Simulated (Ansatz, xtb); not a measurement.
Two isomers of C5H5NOS2

Structure a: `O=C(CS)c1cscn1`, a singlet. Structure b: `Nc1cc(=O)c(S)cs1`, a singlet. Both are isolated molecules in the gas phase, relaxed with B3LYP/def2-SVP; the shapes shown needn't be the lowest conformers.

a (Å):

| atom | x (Å) | y (Å) | z (Å) |
| --- | --- | --- | --- |
| C | 0.6116 | 0.5779 | 0.3584 |
| C | 1.3162 | 1.5607 | 1.2833 |
| C | 1.3431 | -0.6933 | 0.0884 |
| C | 0.8424 | -1.6941 | -0.7165 |
| C | 3.0264 | -2.1028 | 0.2696 |
| N | 2.5796 | -0.9436 | 0.6368 |
| O | -0.4770 | 0.7840 | -0.1391 |
| S | 0.4049 | 3.1178 | 1.5582 |
| S | 1.9580 | -2.9974 | -0.7919 |
| H | 1.5039 | 1.0441 | 2.2394 |
| H | 2.3144 | 1.7660 | 0.8636 |
| H | -0.6569 | 2.7362 | 0.8063 |
| H | -0.1104 | -1.6966 | -1.2423 |
| H | 3.9869 | -2.5245 | 0.5750 |

b (Å):

```yaml
atoms:
  - { symbol: C, position_ang: [-0.6927, -1.7840, 0.5450] }
  - { symbol: C, position_ang: [-0.6276, -1.1211, -0.6535] }
  - { symbol: C, position_ang: [0.4240, -1.1991, -1.6426] }
  - { symbol: C, position_ang: [1.6022, -2.0826, -1.3488] }
  - { symbol: C, position_ang: [1.7153, -2.8102, -0.2105] }
  - { symbol: N, position_ang: [-1.7578, -1.6899, 1.4039] }
  - { symbol: O, position_ang: [0.3756, -0.5586, -2.6952] }
  - { symbol: S, position_ang: [2.8502, -2.1092, -2.5947] }
  - { symbol: S, position_ang: [0.5586, -2.8832, 1.0917] }
  - { symbol: H, position_ang: [-1.6326, -1.9457, 2.3760] }
  - { symbol: H, position_ang: [-2.4254, -0.9469, 1.2344] }
  - { symbol: H, position_ang: [-1.4507, -0.4511, -0.9187] }
  - { symbol: H, position_ang: [2.1202, -1.2324, -3.3460] }
  - { symbol: H, position_ang: [2.5822, -3.4453, -0.0119] }
```

**Question.** Estimate which is lower in electronic energy at CCSD(T)/def2-SVP + ΔMP2/def2-TZVPP, and by roughly how much.

**Answer.** The CCSD(T)/def2-SVP + ΔMP2/def2-TZVPP calculation puts structure a lower, by 13.0 kJ/mol.

How the difference moves with the method:

```
                             level        geometry  E(b) − E(a) (kJ/mol)  departure from the last row (kJ/mol)  job, with rough time for the two
                          GFN2-xTB        GFN2-xTB                   +12.3                                  −0.6              optimisation, 0.27 s
                         HF/STO-3G        GFN2-xTB                   +71.1                                 +58.2               single point, 0.6 s
                r2SCAN-D4/def2-SVP        GFN2-xTB                   −15.8                                 −28.8               single point, 5.5 s
                    B3LYP/def2-SVP  B3LYP/def2-SVP                    −0.4                                 −13.4                optimisation, 52 s
                       HF/def2-SVP  B3LYP/def2-SVP                   +18.0                                  +5.1           part of the CCSD(T) run
                      MP2/def2-SVP  B3LYP/def2-SVP                   +25.5                                 +12.6           part of the CCSD(T) run
                  CCSD(T)/def2-SVP  B3LYP/def2-SVP                   +25.0                                 +12.0                      single point
CCSD(T)/def2-SVP + ΔMP2/def2-TZVPP  B3LYP/def2-SVP                   +13.0                                                   single point, 2.5 min
```

As drawn, b has 1 C–N, 2 C=C, 2 C–S, 2 N–H in place of 1 C∷C, 2 C∷S, 2 C∷N, 2 C–H (∷ is an aromatic bond). Structure a has a 5-membered ring (with an aromatic ring), b a 6-membered ring.

r2SCAN-D4/def2-SVP puts the two in the other order. B3LYP/def2-SVP finds them nearly level. The largest departure from CCSD(T)/def2-SVP + ΔMP2/def2-TZVPP is that of HF/STO-3G, 58.2 kJ/mol. The last row adds to CCSD(T) the change of the MP2 difference between the two basis sets, here −12.0 kJ/mol.

With thermal terms from frequencies at re-optimised GFN2-xTB minima (ideal gas, soft modes damped towards free rotors, one conformer each, 298.15 K, 1 atm): on the last row, ΔE + ΔZPE = +13.4, ΔH = +13.3, ΔG = +16.5 kJ/mol.

The correlated steps freeze 17 core orbitals. Programs: Ansatz 0.2.0, xtb 6.7.1; the last row on 4 threads of Arm Neoverse V1 on a shared host.
